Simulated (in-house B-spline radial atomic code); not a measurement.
## Binding energies in F⁺

NIST's tabulated ground configuration is [He] 2s2 2p4; each binding energy is the energy of the ion with one electron taken from that subshell, relaxed, less that of the parent. Method: Dirac-Kohn-Sham PBE0, spherical fractional occupations, Fermi nucleus of rms radius 2.8976 fm. Calculated with an all-electron radial atomic-structure program (B-spline basis). Energies include first-order Breit, QED and recoil terms.

Caution: exact exchange at fractional occupations of open shells leaves self-interaction of up to several eV.

```tsv
subshell	X-ray name	binding energy (eV)	-ε (eV)	relaxation (eV)
1s	K	740.1	699.0	-41.5
2s	L1	59.84	51.17	-8.68
2p	L2,3	39.1	29.44	-9.66
```

Relaxation = -ε minus the binding energy without Breit, QED and recoil terms. With a density functional, K lines can miss by some tenths of a per cent, more in light atoms. For a density functional the relaxation so defined is negative, because -ε of a Kohn-Sham level is smaller than the binding energy.

(1) What does it cost to remove both a 1s and a 2p electron?

(2) What does it cost to remove both a 1s and a 2s electron?

(3) What does it cost to remove two 2s electrons?

Answers

(1) 808.87 eV, which is 29.65 eV more than the two single binding energies together.

(2) 827.91 eV, which is 27.94 eV more than the two single binding energies together.

(3) 138.09 eV, which is 18.42 eV more than the two single binding energies together.
